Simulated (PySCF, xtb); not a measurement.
H6InN3, SMILES [NH2][In]([NH2])[NH2]. The values are those of a single conformer.

Harmonic wavenumbers (cm⁻¹) from GFN2-xTB (xtb) at its own minimum, in rising order: 101, 105, 110, 133, 178, 183, 387, 456, 461, 575, 590, 611, 619, 677, 682, 1468, 1471, 1480, 3342, 3351, 3353, 3369, 3377, 3380.

What does B3LYP-D3(BJ)/def2-SVP run with PySCF give at its own minimum? (The exact figures need the calculation; the answer reports its results.)

107, 114, 138, 144, 215, 224, 412, 419, 448, 583, 598, 598, 718, 801, 801, 1525, 1531, 1539, 3511, 3512, 3513, 3605, 3607, 3607. Paired by order, the mean absolute difference is 81 cm⁻¹ and the zero-point energies are 43.5 and 46.1 kcal/mol.
